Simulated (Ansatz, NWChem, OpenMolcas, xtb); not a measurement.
CBr2F2 (dibromodifluoromethane): the HOMO–LUMO gap, rung by rung

The species is CBr2F2 (5 atoms), meant as a singlet with charge 0. SMILES: `FC(F)(Br)Br`. The shape is that of a PBE0-D4/def2-TZVP optimisation.

Quantity: the HOMO–LUMO gap, in eV. The values are calculated.

```json
{"level": "GFN0-xTB", "kind": "semi-empirical", "program": "xtb", "value (eV)": "4.33"}
{"level": "HF/cc-pVDZ", "kind": "Hartree–Fock", "program": "NWChem", "value (eV)": "13.90"}
{"level": "SVWN5/cc-pVDZ", "kind": "LDA", "program": "Ansatz", "value (eV)": "4.60"}
{"level": "BLYP/cc-pVDZ", "kind": "GGA", "program": "Ansatz", "value (eV)": "4.58"}
{"level": "M06-L/cc-pVDZ", "kind": "meta-GGA", "program": "NWChem", "value (eV)": "5.20"}
{"level": "B3LYP/cc-pVDZ", "kind": "global hybrid", "program": "Ansatz", "value (eV)": "6.42"}
{"level": "M06-2X/cc-pVDZ", "kind": "hybrid meta-GGA", "program": "OpenMolcas", "value (eV)": "9.06"}
{"level": "wB97X/cc-pVDZ", "kind": "range-separated hybrid", "program": "Ansatz", "value (eV)": "11.59"}
{"level": "PBE-QIDH/cc-pVDZ", "kind": "double hybrid", "program": "Ansatz", "value (eV)": "11.07"}
```

All-electron rows without a relativistic Hamiltonian named are non-relativistic. The values span 4.33 to 13.90 eV. Orbital gaps aren't excitation energies, and those of double hybrids come from the SCF part alone; they tend to grow with the share of exact exchange.
